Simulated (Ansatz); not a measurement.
System: ethylsilane, C2H8Si, net charge 0, singlet state. SMILES: CC[SiH3]
Geometry from a B3LYP-D3(BJ)/def2-TZVP (Ansatz, a quantum-chemistry and plane-wave program) optimisation:
```xyz
11

C     -1.6917     0.4200     0.0435
C     -0.5724    -0.5409    -0.3764
Si     1.1433     0.0254     0.1477
H     -2.6708     0.0585    -0.2775
H     -1.7251     0.5412     1.1284
H     -1.5481     1.4115    -0.3913
H     -0.7490    -1.5347     0.0460
H     -0.5732    -0.6705    -1.4630
H      1.4545     1.3480    -0.4505
H      1.2128     0.1596     1.6246
H      2.1783    -0.9447    -0.2874
```

Wanted: vertical ionisation energy (to the doublet state of charge +1; each state is the SCF solution reached for its spin), in eV. Cores are frozen in the correlated levels unless marked. UHF or UKS for open shells. No spin-orbit coupling. Non-relativistic. CBS(X,Y): correlation extrapolated as X^-3; Hartree-Fock from the larger set. [CCSD(T)-MP2]/basis is that difference in the basis named.

```tsv
level	program	vertical ionisation energy (eV)
HF/aug-cc-pV(D+d)Z	Ansatz	10.08
HF/aug-cc-pV(T+d)Z	Ansatz	10.03
HF/aug-cc-pV(Q+d)Z	Ansatz	10.03
SVWN5/def2-TZVPD	Ansatz	10.53
PBE/def2-TZVPD	Ansatz	10.43
r2SCAN/def2-TZVPD	Ansatz	10.53
B3LYP/def2-TZVPD	Ansatz	10.68
```

Predict the RI-MP2/CBS(aug-cc-pV(T+d)Z,aug-cc-pV(Q+d)Z)+[CCSD(T)-MP2]/aug-cc-pV(T+d)Z result (Ansatz).

11.04 eV
